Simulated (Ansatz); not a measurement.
Relaxation of F$_{3}$H$_{5}$W (9 atoms, charge 0, multiplicity 1), to a largest force component of 0.03 eV/Å in at most 50 steps.

All numbers below come from RHF/def2-SVP (Ansatz).

```xyz
9
Properties=species:S:1:pos:R:3
W -0.332 -0.158 0.154
F 0.182 0.310 1.885
H 1.205 0.260 -0.266
H -0.012 1.424 -0.161
F -2.095 0.365 -0.189
F 0.055 -1.853 -0.569
H -0.052 0.313 -1.393
H 1.696 -1.851 1.409
H 1.520 -1.348 1.879
```

Task: Where does it end, and by what steps?

Result: The run converged. The force dipped under the threshold on the way, but the program's further checks kept it going. After 7 steps the energy has fallen by 0.184 eV; H9 moved furthest, 0.87 Å.

| step | energy less start (eV) | largest force component (eV/Å) | accepted |
| --- | --- | --- | --- |
| 0 | 0.0000 | 1.170 | yes |
| 1 | -0.1128 | 0.115 | yes |
| 2 | -0.1464 | 0.220 | yes |
| 3 | -0.1730 | 0.374 | yes |
| 4 | -0.1815 | 0.111 | yes |
| 5 | -0.1828 | 0.130 | yes |
| 6 | -0.1836 | 0.019 | yes |
| 7 | -0.1837 | 0.024 | yes |

```xyz
9
Properties=species:S:1:pos:R:3
W -0.495 0.009 0.034
F 0.038 0.474 1.771
H 1.048 0.418 -0.373
H -0.165 1.586 -0.303
F -2.256 0.485 -0.391
F 0.006 -1.706 -0.535
H -0.181 0.430 -1.526
H 2.086 -2.377 1.767
H 2.087 -1.856 2.303
```

Whether the end is a true minimum wasn't checked by a vibrational analysis.

Run time: 18 s on 1 thread of AMD EPYC 7R43 64-Core Processor (Zen 3) (shared host), peak memory 0.2 GiB.
